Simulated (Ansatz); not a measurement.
Program: Ansatz. Geometries: PBE0-D4/def2-TZVP. ΔE: electronic, gas phase. CCSD(T)/CBS is the MP2 limit (def2-TZVPP, def2-QZVPP) plus CCSD(T) − MP2 in def2-TZVPP, frozen cores. DFT in def2-TZVPP. def2 core potentials past Kr. For Te outer-core shells are correlated without core-valence functions, which leaves a few kJ/mol of doubt a bond. Each species was taken in one conformer, which may not be the lowest.

Reaction (redistribution): `OC([SiH3])[TeH]` + `NB(O)O[SiH3]` → `NB(O)[TeH]` + `OC([SiH3])O[SiH3]`

| level | ΔE (kcal/mol) |
| --- | --- |
| r2SCAN-D4 | 26.7 |
| ωB97X-V | 24.9 |
| SCS-MP2/def2-QZVPP | 28.4 |
| HF/CBS(def2) | 28.1 |

(1) What does CCSD(T)/CBS give? (Best estimate.)

Largest T1 diagnostic among the species: 0.013.

Answers

(1) Computed: +28.0 kcal/mol. The listed levels differ from it by -1.3, -3.1, 0.4, 0.1 kcal/mol.

From PBE to PBE0 (25 % exact exchange), in def2-TZVPP and without D4, ΔE moves by +0.8 kcal/mol.
